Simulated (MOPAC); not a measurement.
Input for MOPAC: PM3 on ClFSi (SMILES F[Si]Cl), a point of a bond scan (R = 1.887 Å).

```
PM3 1SCF PRECISE CHARGE=0 THREADS=1
ClFSi

Si     0.34761579 1     0.26750639 1     0.78195685 1
F      0.95036201 1     1.34196481 1    -0.25474125 1
Cl    -0.67570261 1    -0.81092557 1    -0.37999561 1
```

The log:

```
*******************************************************************************
 **                                                                           **
 **                              MOPAC v23.2.5                                **
 **                                                                           **
 *******************************************************************************
 ** MOPAC's Digital Object Identifier: https://doi.org/10.5281/zenodo.6511958 **
 **                                                                           **
 ** Please cite the open-source release paper for use of this MOPAC version:  **
 ** J. E. Moussa and J. J. P. Stewart (2026)                                  **
 ** MOPAC: An open-source semiempirical molecular orbital program             **
 ** J. Open Source Softw., 11(119), 8025, https://doi.org/10.21105/joss.08025 **
 *******************************************************************************

                              PM3 CALCULATION RESULTS

 *******************************************************************************
 *  PM3        - The PM3 Hamiltonian to be used
 *
 *
 *
 *                 CHARGE ON SYSTEM = 0
 *
 *
 *
 *  PRECISE    - TIGHTER CRITERIA TO BE USED
 *  1SCF       - DO 1 SCF AND THEN STOP
 *  THREADS=1  - MULTI-THREADING NOT USED
 *  T=         - A TIME OF 172800.0 SECONDS REQUESTED
 *  DUMP=N     - RESTART FILE WRITTEN EVERY 7200.0 SECONDS REQUESTED
 *******************************************************************************
PM3 1SCF PRECISE CHARGE=0 THREADS=1
 ClFSi

   ATOM   CHEMICAL          X               Y               Z
  NUMBER   SYMBOL      (ANGSTROMS)     (ANGSTROMS)     (ANGSTROMS)

     1      Si          0.34761579  *   0.26750639  *   0.78195685  *
     2       F          0.95036201  *   1.34196481  *  -0.25474125  *
     3      Cl         -0.67570261  *  -0.81092557  *  -0.37999561  *



          CARTESIAN COORDINATES

    NO.       ATOM           X           Y           Z

     1        Si          0.3476      0.2675      0.7820
     2         F          0.9504      1.3420     -0.2547
     3        Cl         -0.6757     -0.8109     -0.3800

  F: (PM3): J. J. P. STEWART, J. COMP. CHEM. 10, 209 (1989).
 Si: (PM3): J. J. P. STEWART, J. COMP. CHEM. 10, 209 (1989).
 Cl: (PM3): J. J. P. STEWART, J. COMP. CHEM. 10, 209 (1989).

           Empirical Formula: Si F Cl  =     3 atoms



      MOLECULAR POINT GROUP   :   Cs


      RHF CALCULATION, NO. OF DOUBLY OCCUPIED LEVELS = 9


 -------------------------------------------------------------------------------
 PM3 1SCF PRECISE CHARGE=0 THREADS=1
 ClFSi



     1SCF WAS SPECIFIED, SO BFGS WAS NOT USED
     SCF FIELD WAS ACHIEVED


                              PM3 CALCULATION
                                                       MOPAC v23.2.5 Linux




          FINAL HEAT OF FORMATION =        -98.81247 KCAL/MOL =    -413.43139 KJ/MOL


          COSMO AREA              =         97.78 SQUARE ANGSTROMS
          COSMO VOLUME            =         85.50 CUBIC ANGSTROMS

          IONIZATION POTENTIAL    =          8.626034 EV
          HOMO LUMO ENERGIES (EV) =         -8.626 -1.583
          NO. OF FILLED LEVELS    =          9
          MOLECULAR WEIGHT        =         82.5369         POINT GROUP:  Cs

          MOLECULAR DIMENSIONS (Angstroms)

            Atom       Atom       Distance
           Cl     3    F     2     2.70087
            F     2   Si     1     1.10483
           Cl     3    F     2     0.00000


          SCF CALCULATIONS        =          1





   ATOM   CHEMICAL          X               Y               Z
  NUMBER   SYMBOL      (ANGSTROMS)     (ANGSTROMS)     (ANGSTROMS)

     1      Si          0.34761579  *   0.26750639  *   0.78195685  *
     2       F          0.95036201  *   1.34196481  *  -0.25474125  *
     3      Cl         -0.67570261  *  -0.81092557  *  -0.37999561  *

                             CARTESIAN COORDINATES

   1   Si        0.347615790     0.267506390     0.781956850
   2    F        0.950362010     1.341964810    -0.254741250
   3   Cl       -0.675702610    -0.810925570    -0.379995610


           Empirical Formula: Si F Cl  =     3 atoms



      MOLECULAR POINT GROUP   :   Cs


                  EIGENVALUES
 -56.32325 -21.60917 -16.72229 -16.29067 -16.07833 -13.29685 -11.69871 -11.57582
  -8.62603  -1.58289   0.51996   1.57123


              NET ATOMIC CHARGES AND DIPOLE CONTRIBUTIONS

  ATOM NO.   TYPE          CHARGE      No. of ELECS.   s-Pop       p-Pop
    1         Si           0.635938        3.3641     1.76723     1.59683
    2          F          -0.304149        7.3041     1.64455     5.65960
    3         Cl          -0.331789        7.3318     1.95710     5.37469
 DIPOLE           X         Y         Z       TOTAL
 POINT-CHG.     0.750     0.149     3.366     3.452
 HYBRID        -0.227     0.428    -2.873     2.913
 SUM            0.523     0.577     0.493     0.922


          ATOMIC ORBITAL ELECTRON POPULATIONS

     Atom    s        px        py        pz
    1 Si   1.76723   0.37066   0.44741   0.77876
    2  F   1.64455   1.89555   1.86650   1.89755
    3 Cl   1.95710   1.75856   1.78579   1.83035

 **********************
 *                    *
 * JOB ENDED NORMALLY *
 *                    *
 **********************




 == MOPAC DONE ==
```

The run finished.

Cost: very roughly 0.020 core-seconds.
